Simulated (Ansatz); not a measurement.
`F[Si]([SiH3])(Cl)Br` + H–F → `F[Si](F)(Cl)Br` + SiH₄ at 298.15 K and 1 bar (cleavage of the Si–Si bond).

Calculated with Ansatz (gas phase, PBE0-D4/def2-TZVP geometries, no zero-point term in ΔE). CCSD(T)/CBS adds triple-zeta CCSD(T) − MP2 to the extrapolated MP2 energy (def2 sets, frozen cores). This one scheme is used for every species. For Br outer-core shells are correlated without core-valence functions, which leaves a few kJ/mol of doubt a bond. Scalar relativity is left out up to krypton.

```
              species  CCSD(T)/CBS energy (Eh)  H − E (kJ/mol)  S (J/(mol·K))
`F[Si]([SiH3])(Cl)Br`              -3713.01520           106.0          386.0
                  H–F               -100.39570            33.5          173.6
     `F[Si](F)(Cl)Br`              -3522.00110            42.8          340.7
                 SiH₄               -291.46306            92.1          204.8
```

H − E and S are ideal-gas, rigid-rotor, harmonic terms from PBE0-D4/def2-TZVP, for one conformer and one mirror image of each species. 1 Eh = 2625.50 kJ/mol, R = 8.31446 J/(mol·K).

Question: By hand: ΔE, ΔH, ΔS and ΔG.

Answer: ΔE = (-3522.00110) + (-291.46306) − (-3713.01520) − (-100.39570) = -0.05326 Eh = -139.8 kJ/mol. Δ(H − E) = 42.8 + 92.1 − 106.0 − 33.5 = -4.6, so ΔH = -144.4 kJ/mol. ΔS = 340.7 + 204.8 − 386.0 − 173.6 = -14.1 J/(mol·K). ΔG = -144.4 − 298.15 × (-14.1)/1000 = -140.2 kJ/mol.

Question: By hand: the equilibrium constant, and the temperature at which ΔG would vanish if ΔH and ΔS stayed fixed.

Answer: log₁₀ K = −ΔG/(RT ln 10) = 24.6. ΔG = 0 at ΔH/ΔS = 10241 K, far beyond where these terms or the molecules hold.

The number of gas molecules stays the same, so ΔS is small and ΔH decides. A doubt of 5 kJ/mol in ΔE shifts log₁₀ K by 0.9 here. Other conformers and mirror images would add mixing entropy, several J/(mol·K) or more a flexible species. These are equilibria of isolated gas molecules and say nothing of rates. Largest T1 diagnostic: 0.011 (customary marks: 0.02 for closed shells, 0.045 for open ones).
